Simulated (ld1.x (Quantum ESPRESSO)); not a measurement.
The numbers below are computed, except where a source is named.
## Pseudopotentials across the periodic table

Generated with ld1.x 7.5 (TM, RRKJ, ultrasoft, PAW), atompaw 4.2 or ONCVPSP 4.0.1. The cutoff is in Ry: for ld1.x and atompaw files where the sum of valence levels is converged to 10 mRy in a Bessel basis, for ONCV files where the hardest occupied wave has 1 mHa per electron of residual kinetic energy. The error is the largest all-electron minus pseudo excitation energy over each file’s own four to seven test configurations (ionisations up to +4, promotions, holes and added fractions of an electron), all of which were solved. The labels leave out finer settings (local radius, basis sizes, second energies), which also bear on the numbers. Spin-polarised tests are not counted. The rows are a selection from randomly drawn settings: files with unsolved tests, undetermined cutoffs or missed reference levels are left out.

A true bound ghost makes a file unfit for plane-wave use even where its test errors are small: the radial tests pick states by their node count and pass the ghost by.

```csv
element,potential,cutoff (Ry),largest error (meV),bound ghosts
Br,"TM, PBE, non-relativistic, rc 1.10/1.70/1.85 (spd), local p, core correction no, reference 4s1.75 4p5.25",100,+13,s
Zr,"TM, LDA (PZ), scalar-relativistic, rc 3.35/1.85/1.55 (spd), local s, core correction yes, reference 4p6 4d2 5s2 5p0",35,-1199,none
Pb,"TM, PBE, fully relativistic, rc 1.70/2.50 (sp), local smoothed, core correction yes, reference 6s2 6p2",30,-581,none
Pb,"PAW, PBE, scalar-relativistic, rc 2.15/2.35/2.05 (spd), local smoothed, core correction yes, reference 5d10 6s2 6p1.75",30,-54,none
```

Problem. Fill in the row for B: PAW, PBE, scalar-relativistic, rc 1.60/4.00 (sp), local smoothed, core correction yes, reference 2s2 2p0.5.

Solution. cutoff 6 Ry, largest error -3.3 meV, bound ghosts: none.

Problem. Fill in the row for Sr: RRKJ, LDA (PZ), scalar-relativistic, rc 2.90/4.20/3.35 (spd), local s, core correction yes, reference 4d1 5s1 5p0.

Solution. cutoff 10 Ry, largest error +54 meV, bound ghosts: none.

Problem. Fill in the row for Au: PAW, PBE, scalar-relativistic, rc 2.45/3.40/2.20 (spd), local smoothed, core correction yes, reference 5d10 6s1 6p0.

Solution. cutoff 25 Ry, largest error -283 meV, bound ghosts: none.
